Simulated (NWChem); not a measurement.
CH3ClO2Si; SMILES O=C(O)[SiH2]Cl

```xyz
8

O     -0.6805    -2.2895    -0.3311
C      0.0290    -1.3197    -0.1590
O      1.3072    -1.3984     0.2600
Si    -0.6899     0.4286    -0.4971
Cl     0.6578     1.9624    -0.1464
H      1.5095    -2.3503     0.3812
H     -1.8541     0.5894     0.3996
H     -1.0966     0.4537    -1.9182
```
Atoms are numbered in this order, from 1.

Level: B3LYP/6-31G* (spherical d) (NWChem), optimised geometry, unscaled harmonic frequencies. B3LYP is NWChem's, with the RPA form of VWN correlation.

Task: List the harmonic frequencies with IR intensities, and the thermochemistry.

Result: 
```json
[
 {"frequency (cm⁻¹)": "34", "IR intensity (km/mol)": "2.8"},
 {"frequency (cm⁻¹)": "116", "IR intensity (km/mol)": "4.3"},
 {"frequency (cm⁻¹)": "273", "IR intensity (km/mol)": "1.8"},
 {"frequency (cm⁻¹)": "374", "IR intensity (km/mol)": "0.2"},
 {"frequency (cm⁻¹)": "427", "IR intensity (km/mol)": "52.5"},
 {"frequency (cm⁻¹)": "549", "IR intensity (km/mol)": "85.7"},
 {"frequency (cm⁻¹)": "622", "IR intensity (km/mol)": "110.0"},
 {"frequency (cm⁻¹)": "700", "IR intensity (km/mol)": "27.9"},
 {"frequency (cm⁻¹)": "701", "IR intensity (km/mol)": "55.5"},
 {"frequency (cm⁻¹)": "762", "IR intensity (km/mol)": "12.2"},
 {"frequency (cm⁻¹)": "872", "IR intensity (km/mol)": "250.4"},
 {"frequency (cm⁻¹)": "945", "IR intensity (km/mol)": "109.5"},
 {"frequency (cm⁻¹)": "1170", "IR intensity (km/mol)": "209.4"},
 {"frequency (cm⁻¹)": "1347", "IR intensity (km/mol)": "20.9"},
 {"frequency (cm⁻¹)": "1795", "IR intensity (km/mol)": "223.0"},
 {"frequency (cm⁻¹)": "2296", "IR intensity (km/mol)": "74.8"},
 {"frequency (cm⁻¹)": "2311", "IR intensity (km/mol)": "112.9"},
 {"frequency (cm⁻¹)": "3609", "IR intensity (km/mol)": "36.3"}
]
```

The zero-point energy is 27.0 kcal/mol and the thermal correction to the enthalpy at 298.15 K (with zero-point energy) is 31.5 kcal/mol. The heat capacity Cv is 20.4 cal/(mol K). The entropy at 298.15 K and 1 atm (symmetry number 1) is 81.7 cal/(mol K) and the dipole moment comes out as 0.78 D.

Rigid rotor and harmonic oscillator; modes under 100 cm⁻¹ make the entropy uncertain.
